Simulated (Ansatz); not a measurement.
A search over several starts for the lowest SCF solution of Cu2(OH)4 (Cu₂O₄H₄) at the given spin, in a small basis.

```yaml
crystal:
  periodic: [false, false, false]
  atoms:
    - {symbol: Cu, position_ang: [0.057700, -0.575565, 1.296726]}
    - {symbol: O, position_ang: [-0.402898, -1.529533, 2.750518]}
    - {symbol: O, position_ang: [-0.172140, 1.214957, 0.560020]}
    - {symbol: Cu, position_ang: [-0.009094, 0.604151, -1.284864]}
    - {symbol: O, position_ang: [-0.554923, 1.077913, -2.932061]}
    - {symbol: O, position_ang: [0.965124, -0.840711, -0.409461]}
    - {symbol: H, position_ang: [0.285208, -1.482035, 3.444403]}
    - {symbol: H, position_ang: [-1.050129, 1.595630, 0.755980]}
    - {symbol: H, position_ang: [0.101651, 1.650258, -3.377728]}
    - {symbol: H, position_ang: [0.779500, -1.715065, -0.803534]}
basis:
  gaussian: {orbitals: def2-SVP, initial_orbitals: start.molden}
magnetization: {spin_polarized: true, initial_magnetization: 2}
hamiltonian: {xc: pbe, dispersion: d4}
output: {orbitals: {seedname: orbitals}}
```

The file start.molden holds the orbitals of an earlier run on this structure, at another level or in another basis.

```sh
$ ansatz run in.yaml --threads 4 --pin off --events-out ev --progress --plain --max-ram 4787MiB
```

Shortened log:

```
Functional definition: PBE
1572 factors; their error is unknown
mean field evaluation 1: about -97495.0629 eV, gradient 1.6e-1 eV
mean field evaluation 2: about -97494.9994 eV, gradient 5.5e-5 eV
mean field evaluation 4: about -97299.7148 eV, gradient 2.0e2 eV
mean field evaluation 8: about -97494.8564 eV, gradient 7.6e0 eV
mean field evaluation 16: about -97494.9994 eV, gradient 6.1e-3 eV
mean field evaluation 32: about -97492.1724 eV, gradient 1.5e1 eV
mean field evaluation 64: about -97494.0112 eV, gradient 3.5e0 eV
mean field -97494.99942043 eV, -3582.8751442166 hartree, gradient 5.5e-5 eV, S^2 2.003674; 7 other end points of the search recorded, 0 dependent functions left out
reference -97494.99950828 eV, -3582.8751474450 hartree; 48, 46 occupied and 90, 92 virtual orbitals, 1572 factors
Total energy: -97495.21917370 eV, -3582.8832200003 hartree
```

It took 9.5 s on 4 threads of Arm Neoverse V1 on a shared host.
